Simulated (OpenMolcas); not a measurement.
## Cr²⁺: effect of the IPEA shift

* Program: OpenMolcas
* Basis: ANO-RCC-VQZP [7s6p4d3f2g1h]
* Scalar Hamiltonian: DKH2, point nucleus
* Active space: 4 electrons in 5 orbitals (3d)
* State averaging: 2S+1 = 5 even, 5 roots; 2S+1 = 3 even, 45 roots; 2S+1 = 1 even, 50 roots
* Spin-orbit coupling: RASSI with atomic mean-field integrals over the reference wave functions, term energies averaged over their components

Methods on the same reference wave functions:
A. CASSCF
B. MS-CASPT2, IPEA 0.25 Eh, imaginary shift 0.1 Eh (closed shells correlated: 3s 3p)
C. MS-CASPT2, IPEA 0.5 Eh, imaginary shift 0.1 Eh (closed shells correlated: 3s 3p)

Energies in cm⁻¹ above 3d⁴ ⁵D₀, the measured ground level; measured values from Sugar and Corliss, J. Phys. Chem. Ref. Data 6, 317 (1977).

```json
{"Level": "3d⁴ ⁵D₀", "A": "0.0", "B": "0.0", "C": "0.0", "Measured": "0.0"}
{"Level": "3d⁴ ⁵D₁", "A": "65.9", "B": "67.2", "C": "67.0", "Measured": "62.2"}
{"Level": "3d⁴ ⁵D₂", "A": "196", "B": "199", "C": "198", "Measured": "183"}
{"Level": "3d⁴ ⁵D₃", "A": "386", "B": "389", "C": "389", "Measured": "357"}
{"Level": "3d⁴ ⁵D₄", "A": "631", "B": "634", "C": "633", "Measured": "576"}
{"Level": "3d⁴ ³H₄", "A": "20037", "B": "17000", "C": "17370", "Measured": "17274"}
{"Level": "3d⁴ ³H₅", "A": "20172", "B": "17140", "C": "17510", "Measured": "17397"}
{"Level": "3d⁴ ³H₆", "A": "20327", "B": "17300", "C": "17670", "Measured": "17531"}
{"Level": "3d⁴ ³P₀(1)", "A": "21714", "B": "16290", "C": "16950", "Measured": "16771"}
{"Level": "3d⁴ ³P₁(1)", "A": "22103", "B": "16690", "C": "17350", "Measured": "17169"}
{"Level": "3d⁴ ³P₂(1)", "A": "22820", "B": "17410", "C": "18070", "Measured": "17851"}
{"Level": "3d⁴ ³F₂(1)", "A": "23022", "B": "18200", "C": "18810", "Measured": "18452"}
{"Level": "3d⁴ ³F₃(1)", "A": "23075", "B": "18260", "C": "18870", "Measured": "18511"}
{"Level": "3d⁴ ³F₄(1)", "A": "23155", "B": "18350", "C": "18960", "Measured": "18583"}
{"Level": "3d⁴ ³G₃", "A": "25255", "B": "20670", "C": "21110", "Measured": "20704"}
{"Level": "3d⁴ ³G₄", "A": "25420", "B": "20840", "C": "21280", "Measured": "20853"}
{"Level": "3d⁴ ³G₅", "A": "25570", "B": "21000", "C": "21440", "Measured": "20996"}
{"Level": "3d⁴ ¹I₆", "A": "30057", "B": "25690", "C": "25840", "Measured": "26015"}
{"Level": "3d⁴ ¹G₄(1)", "A": "31647", "B": "25340", "C": "25630", "Measured": "25139"}
{"Level": "3d⁴ ³D₃", "A": "32631", "B": "25880", "C": "26550", "Measured": "25726"}
{"Level": "3d⁴ ³D₂", "A": "32687", "B": "25940", "C": "26610", "Measured": "25781"}
{"Level": "3d⁴ ³D₁", "A": "32743", "B": "26000", "C": "26670", "Measured": "25848"}
{"Level": "3d⁴ ¹S₀(1)", "A": "36739", "B": "27400", "C": "28160", "Measured": "27372"}
{"Level": "3d⁴ ¹D₂(1)", "A": "39345", "B": "32420", "C": "32620", "Measured": "32152"}
```

Deviations, from unrounded energies. A percentage is the sum of absolute deviations over the sum of measured energies, with the sign that they share, or ± where signs differ.

```tsv
Against measurement	Levels	A	B	C
mean absolute deviation (cm-1)	23	4300	190	340
fine structure of the ground term (%)	4	+8.5	+9.4	+9.3
other terms of the ground configuration (%)	19	+24.0	±1.0	±1.9
```

B lies closest to measurement on these levels and A furthest from it. The largest miss of B in the table is 3d⁴ ³P₀(1), by -480 cm-1. The ranking rests on the paired levels alone, and a cruder setting can come out closer through cancelling errors.

Between B and C the level of the table that moves most is 3d⁴ ¹S₀(1), by 770 cm-1 (lowest in B, highest in C). Moves below CASPT2's spread within the term are not significant.

The mean deviations of B to C differ by less than CASPT2's widest spread within a term (1800 cm-1), so their order carries little weight.

From A to B the spin-free energies of the other terms of 3d⁴ shown, above ⁵D, scale by factors of 0.74 to 0.85, as is usual when dynamic correlation screens the repulsion within a d or f shell.

The lowest spin-free term lies below A's lowest term by 0.434 hartree in B, 0.426 hartree in C.

CASPT2 breaks the degeneracy within a term, and the mean is taken; among the terms shown or strongly mixed into the levels shown the widest spread is 1800 cm-1 (3d⁴ ¹I, C). The CASPT2 spread within a term exceeds the gap to the next term for 3d⁴ ³P(1) and 3d⁴ ³H, 3d⁴ ¹G(1) and 3d⁴ ¹I, 3d⁴ ¹I and 3d⁴ ³D, so the order of their levels is uncertain (figures for B; the like holds for C). Without dynamic correlation excited terms often stand tens of per cent too high (terms of higher spin than the ground term too low), and those without a measured partner can miss by more than the paired ones (holds for A). Computed and measured levels are paired by configuration, term and J; levels that our copy of the source lacks, or whose pairing is in doubt (as where it misses far off the trend of its configuration), stay unpaired and out of the deviations. Only configurations of the active space appear. Levels that lie high or do not pair safely by name in every column are left out.

A number in round brackets counts repeated terms of one configuration in the order of the reference energies.
